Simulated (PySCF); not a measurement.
Vertical excitations of a molecule C2H9NSi3 from TDA-PBE/def2-SVPD (PySCF), as energy in eV (oscillator strength): 3.46 (0.003), 4.70 (0.041), 4.88 (0.001), 5.00 (0.002), 5.29 (0.036), 5.43 (0.231). Lowest triplet (TDA): 2.93 eV. Geometry optimised at PBE0-D3(BJ)/def2-SVP. The values are those of a single conformer.

Problem. Which structure fits?
A) C1=NC[SiH2][SiH2][SiH2]1
B) C#C[Si@H]([SiH3])N[SiH3]
C) CN=C1[SiH2][SiH2][SiH2]1
D) [SiH3]C1=N[SiH2][SiH2]C1

Solution. D, [SiH3]C1=N[SiH2][SiH2]C1
